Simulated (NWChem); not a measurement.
Everything below was run with NWChem. System: oxalic acid (C2H2O4), charge 0, spin multiplicity 1, at a geometry optimised with PBE0/def2-SVP. Level: B2PLYP/def2-TZVP, 6 core orbitals frozen.

Job file:

```
start mol
memory heap 200 mb stack 900 mb global 1100 mb
geometry units angstroms nocenter noautoz
  O     -1.414662    -1.029398    -0.011104
  C     -0.116255    -0.758662     0.000838
  O      0.761524    -1.572528     0.011594
  C      0.116255     0.758662     0.000838
  O      1.414662     1.029398    -0.011104
  O     -0.761524     1.572528     0.011594
  H     -1.499669    -1.995605    -0.008947
  H      1.499669     1.995605    -0.008947
  symmetry group C2
end
basis spherical
  * library def2-tzvp
end
dft
  xc hfexch 0.53 becke88 0.47 lyp 0.73 mp2 0.27
  dftmp2
  semidirect memsize 60000000 filesize 0
  iterations 100
end
mp2
  freeze core 6
end
task dft energy
```

NWChem printed:

```
             Northwest Computational Chemistry Package (NWChem) 7.3.0
             --------------------------------------------------------

                                NWChem Input Module
                                -------------------

 Scaling coordinates for geometry "geometry" by  1.889725989
 (inverse scale =  0.529177249)

 Turning off AUTOSYM since
 SYMMETRY directive was detected!

                             Geometry "geometry" -> ""
                             -------------------------

 Output coordinates in angstroms (scale by  1.889725989 to convert to a.u.)

  No.       Tag          Charge          X              Y              Z
 ---- ---------------- ---------- -------------- -------------- --------------
    1 O                    8.0000    -1.41466200    -1.02939800    -0.01110400
    2 C                    6.0000    -0.11625500    -0.75866200     0.00083800
    3 O                    8.0000     0.76152400    -1.57252800     0.01159400
    4 C                    6.0000     0.11625500     0.75866200     0.00083800
    5 O                    8.0000     1.41466200     1.02939800    -0.01110400
    6 O                    8.0000    -0.76152400     1.57252800     0.01159400
    7 H                    1.0000    -1.49966900    -1.99560500    -0.00894700
    8 H                    1.0000     1.49966900     1.99560500    -0.00894700

 Effective nuclear repulsion energy (a.u.)     232.8133718353

            Nuclear Dipole moment (a.u.)
            ----------------------------
        X                 Y               Z
 ---------------- ---------------- ----------------
     0.0000000000     0.0000000000     0.0000037795

      Symmetry information
      --------------------

 Group name             C2
 Group number              4
 Group order               2
 No. of unique centers     4

      Symmetry unique atoms

     1    2    3    7


 Summary of "ao basis" -> "" (spherical)
 ------------------------------------------------------------------------------
       Tag                 Description            Shells   Functions and Types
 ---------------- ------------------------------  ------  ---------------------
 *                         def2-tzvp                  on all atoms

  dft_input: which_mp2 not specified, using semidirect MP2 by default.

                                 NWChem DFT Module
                                 -----------------

 Summary of "ao basis" -> "ao basis" (spherical)
 ------------------------------------------------------------------------------
       Tag                 Description            Shells   Functions and Types
 ---------------- ------------------------------  ------  ---------------------
 O                         def2-tzvp                11       31   5s3p2d1f
 C                         def2-tzvp                11       31   5s3p2d1f
 H                         def2-tzvp                 4        6   3s1p

 Summary of "ao basis" -> "ao basis" (spherical)
 ------------------------------------------------------------------------------
       Tag                 Description            Shells   Functions and Types
 ---------------- ------------------------------  ------  ---------------------
 O                         def2-tzvp                11       31   5s3p2d1f
 C                         def2-tzvp                11       31   5s3p2d1f
 H                         def2-tzvp                 4        6   3s1p

      Symmetry analysis of basis
      --------------------------

        a          99
        b          99

            General Information
            -------------------
          SCF calculation type: DFT
          Wavefunction type:  closed shell.
          No. of atoms     :     8
          No. of electrons :    46
           Alpha electrons :    23
            Beta electrons :    23
          Charge           :     0
          Spin multiplicity:     1
          Use of symmetry is: on ; symmetry adaption is: on
          Maximum number of iterations: 100
          AO basis - number of functions:   198
                     number of shells:    74
          Convergence on energy requested:  1.00D-06
          Convergence on density requested:  1.00D-05
          Convergence on gradient requested:  5.00D-04

              XC Information
              --------------
                     Hartree-Fock (Exact) Exchange  0.530
                    Becke 1988 Exchange Functional  0.470
              Lee-Yang-Parr Correlation Functional  0.730

             Grid Information
             ----------------
          Grid used for XC integration:  medium
          Radial quadrature: Mura-Knowles
          Angular quadrature: Lebedev.
          Tag              B.-S. Rad. Rad. Pts. Rad. Cut. Ang. Pts.
          ---              ---------- --------- --------- ---------
          O                   0.60       49          11.0       434
          C                   0.70       49          10.0       434
          H                   0.35       45          12.0       434
          Grid pruning is: on
          Number of quadrature shells:   192
          Spatial weights used:  Erf1

          Convergence Information
          -----------------------
          Convergence aids based upon iterative change in
          total energy or number of iterations.
          Levelshifting, if invoked, occurs when the
          HOMO/LUMO gap drops below (HL_TOL):  1.00D-02
          DIIS, if invoked, will attempt to extrapolate
          using up to (NFOCK): 10 stored Fock matrices.

                    Damping( 0%)  Levelshifting(0.5)       DIIS
                  --------------- ------------------- ---------------
[...]
    69      0.248493  3 O  py               162     -0.248493  6 O  py
    72      0.207581  3 O  py               165     -0.207581  6 O  py
    68      0.188454  3 O  px               161     -0.188454  6 O  px
    71      0.159959  3 O  px               164     -0.159959  6 O  px
    75      0.156298  3 O  py               168     -0.156298  6 O  py

 Vector   24  Occ=0.000000D+00  E=-1.974979D-02  Symmetry=a
              MO Center=  8.1D-15, -2.0D-15,  1.7D-03, r^2= 2.6D+00
   Bfn.  Coefficient  Atom+Function         Bfn.  Coefficient  Atom+Function
  ----- ------------  ---------------      ----- ------------  ---------------
    42      0.275971  2 C  pz               104      0.275971  4 C  pz
    76     -0.269377  3 O  pz               169     -0.269377  6 O  pz
    45      0.245916  2 C  pz               107      0.245916  4 C  pz
    39      0.233712  2 C  pz               101      0.233712  4 C  pz
    70     -0.217289  3 O  pz               163     -0.217289  6 O  pz

 Vector   25  Occ=0.000000D+00  E= 6.340533D-02  Symmetry=b
              MO Center= -5.8D-13, -8.8D-13, -8.4D-03, r^2= 1.1D+01
   Bfn.  Coefficient  Atom+Function         Bfn.  Coefficient  Atom+Function
  ----- ------------  ---------------      ----- ------------  ---------------
   189      1.275692  7 H  s                195     -1.275692  8 H  s
    36      1.037735  2 C  s                 98     -1.037735  4 C  s
     5     -0.725069  1 O  s                129      0.725069  5 O  s
    44      0.564124  2 C  py               106      0.564124  4 C  py
    13      0.307300  1 O  py               137      0.307300  5 O  py

 Vector   26  Occ=0.000000D+00  E= 6.772281D-02  Symmetry=a
              MO Center=  6.2D-13,  8.9D-13, -7.3D-03, r^2= 1.0D+01
   Bfn.  Coefficient  Atom+Function         Bfn.  Coefficient  Atom+Function
  ----- ------------  ---------------      ----- ------------  ---------------
   189      1.125734  7 H  s                195      1.125734  8 H  s
    67     -0.676827  3 O  s                160     -0.676827  6 O  s
     5     -0.624272  1 O  s                129     -0.624272  5 O  s
    36      0.412649  2 C  s                 98      0.412649  4 C  s
    43      0.388759  2 C  px               105     -0.388759  4 C  px

 center of mass
 --------------
 x =   0.00000000 y =   0.00000000 z =   0.00037278

 moments of inertia (a.u.)
 ------------------
         481.570308516779         -58.657916671340           0.000000000000
         -58.657916671340         312.245704477445           0.000000000000
           0.000000000000           0.000000000000         793.755882645860

     Multipole analysis of the density
     ---------------------------------

     L   x y z        total         alpha         beta         nuclear
     -   - - -        -----         -----         ----         -------
     0   0 0 0     -0.000000    -23.000000    -23.000000     46.000000

     1   1 0 0      0.000000      0.000000      0.000000      0.000000
     1   0 1 0     -0.000000     -0.000000     -0.000000      0.000000
     1   0 0 1     -0.011887     -0.005946     -0.005946      0.000004

     2   2 0 0    -26.485230    -95.304236    -95.304236    164.123241
     2   1 1 0      8.256789    -15.840268    -15.840268     39.937325
     2   1 0 1     -0.000000     -0.000000     -0.000000     -0.000000
     2   0 2 0    -21.644162   -138.294378   -138.294378    254.944594
     2   0 1 1      0.000000      0.000000      0.000000      0.000000
     2   0 0 2    -23.646459    -11.830893    -11.830893      0.015327

                   NWChem MP2 Semi-direct Energy/Gradient Module
                   ---------------------------------------------

  Basis functions       =    198
  Molecular orbitals    =    198
  Frozen core           =      6
  Frozen virtuals       =      0
  Active alpha occupied =     17
  Active beta occupied  =     17
  Active alpha virtual  =    175
  Active beta virtual   =    175
  Use MO symmetry       = T
  Use skeleton AO sym   = T

  AO/Fock/Back tols     =   1.0D-09  1.0D-09  1.0D-09

 GA uses MA = F    GA memory limited = T

 Available:
  local mem=  4.42D+07
 global mem=  1.44D+08
 local disk=  0.00D+00
  mp2_memr nvloc                   175
  nvloc new                   175
   1 passes of  17:        6291456                     228666                 187255180.
   1 passes of  17: M     44212878           G      144100792           F      37921422.
  mp2_memr nvloc                   175
  nvloc new                   175
   2 passes of   9:        6291456                     158694                  99166620.
   2 passes of   9: M     44212878           G      144100792           F      37921422.
  mp2_memr nvloc                   175
  nvloc new                   175
   3 passes of   6:        6291456                     132455                  66133410.
   3 passes of   6: M     44212878           G      144100792           F      37921422.
  mp2_memr nvloc                   175
  nvloc new                   175
   4 passes of   5:        6291456                     123708                  55122340.
   4 passes of   5: M     44212878           G      144100792           F      37921422.
  mp2_memr nvloc                   175
  nvloc new                   175
   5 passes of   4:        6291456                     114962                  44111270.
   5 passes of   4: M     44212878           G      144100792           F      37921422.
  mp2_memr nvloc                   175
  nvloc new                   175
   6 passes of   3:        5242880                     106215                  33100200.
   6 passes of   3: M     44212878           G      144100792           F      38969998.

 Semi-direct pass number   1 of   6  for RHF alpha+beta  at       13.7s
  vrange nnbf                 18506
  mp2_eaftype                   126  avail_ma_in_mb                   385
 EAF : mp2_eaftype filesize         126   16550100.
  mp2_eaf for mointskh                    126
Node 0 wrote     77.7 Mb in      0.1 s     Agg I/O rate:   653.7 Mb/s
 Done moints_semi at       29.9s
  mp2_eaftype                   126  avail_ma_in_mb                   385
 EAF : mp2_eaftype filesize         126   16550100.
  mp2_eaf for kh                   126
 Done maket at       30.1s
 Semi-direct pass number   2 of   6  for RHF alpha+beta  at       30.1s
  vrange nnbf                 18506
  mp2_eaftype                   126  avail_ma_in_mb                   385
 EAF : mp2_eaftype filesize         126   16550100.
  mp2_eaf for mointskh                    126
Node 0 wrote     77.7 Mb in      0.1 s     Agg I/O rate:   550.4 Mb/s
 Done moints_semi at       46.3s
  mp2_eaftype                   126  avail_ma_in_mb                   385
 EAF : mp2_eaftype filesize         126   16550100.
  mp2_eaf for kh                   126
 Done maket at       46.4s
 Semi-direct pass number   3 of   6  for RHF alpha+beta  at       46.4s
  vrange nnbf                 18506
  mp2_eaftype                   126  avail_ma_in_mb                   385
 EAF : mp2_eaftype filesize         126   16550100.
  mp2_eaf for mointskh                    126
Node 0 wrote     77.7 Mb in      0.1 s     Agg I/O rate:   635.9 Mb/s
 Done moints_semi at       62.6s
  mp2_eaftype                   126  avail_ma_in_mb                   385
 EAF : mp2_eaftype filesize         126   16550100.
  mp2_eaf for kh                   126
 Done maket at       62.8s
 Semi-direct pass number   4 of   6  for RHF alpha+beta  at       62.8s
  vrange nnbf                 18506
  mp2_eaftype                   126  avail_ma_in_mb                   385
 EAF : mp2_eaftype filesize         126   16550100.
  mp2_eaf for mointskh                    126
Node 0 wrote     77.7 Mb in      0.1 s     Agg I/O rate:  1229.9 Mb/s
 Done moints_semi at       78.8s
  mp2_eaftype                   126  avail_ma_in_mb                   385
 EAF : mp2_eaftype filesize         126   16550100.
  mp2_eaf for kh                   126
 Done maket at       79.0s
 Semi-direct pass number   5 of   6  for RHF alpha+beta  at       79.0s
  vrange nnbf                 18506
  mp2_eaftype                   126  avail_ma_in_mb                   385
 EAF : mp2_eaftype filesize         126   16550100.
  mp2_eaf for mointskh                    126
Node 0 wrote     77.7 Mb in      0.1 s     Agg I/O rate:   855.4 Mb/s
 Done moints_semi at       95.1s
  mp2_eaftype                   126  avail_ma_in_mb                   385
 EAF : mp2_eaftype filesize         126   16550100.
  mp2_eaf for kh                   126
 Done maket at       95.2s
 Semi-direct pass number   6 of   6  for RHF alpha+beta  at       95.2s
  vrange nnbf                 18506
  mp2_eaftype                   126  avail_ma_in_mb                   385
 EAF : mp2_eaftype filesize         126   16550100.
  mp2_eaf for mointskh                    126
Node 0 wrote     51.8 Mb in      0.1 s     Agg I/O rate:   743.5 Mb/s
 Done moints_semi at      111.1s
  mp2_eaftype                   126  avail_ma_in_mb                   385
 EAF : mp2_eaftype filesize         126   16550100.
  mp2_eaf for kh                   126
 Done maket at      111.3s
 Done multipass loop at      111.3s

          -------------------------------------------
          DFT energy                    -377.838639250697
          Unscaled MP2 energy             -1.490919386025
          Total DFT+MP2 energy          -378.241187484924
          -------------------------------------------

 -----------------------
 Performance information
 -----------------------

 Timer overhead =  9.65D-08 seconds/call

               Nr. of calls         CPU time (s)                 Wall time (s)                GFlops
             ---------------    -------------------     ------------------------------   -------------------
Name         Min   Avg   Max    Min     Avg     Max     Min     Avg     Max   Mx/calls   Min     Max     Sum
mp2: moin     6     6     6    96.     96.     96.      96.     96.     96.     16.      0.0     0.0     0.0
mp2: make     6     6     6    1.0     1.0     1.0      1.0     1.0     1.0    0.17      0.0     0.0     0.0
mp2: tota     1     1     1    98.     98.     98.      98.     98.     98.     98.      0.0     0.0     0.0

 The average no. of pstat calls per process was 1.30D+01
 with a timing overhead of 1.25D-06s

 Task  times  cpu:      111.2s     wall:      111.2s

 Total times  cpu:      111.3s     wall:      111.3s
```
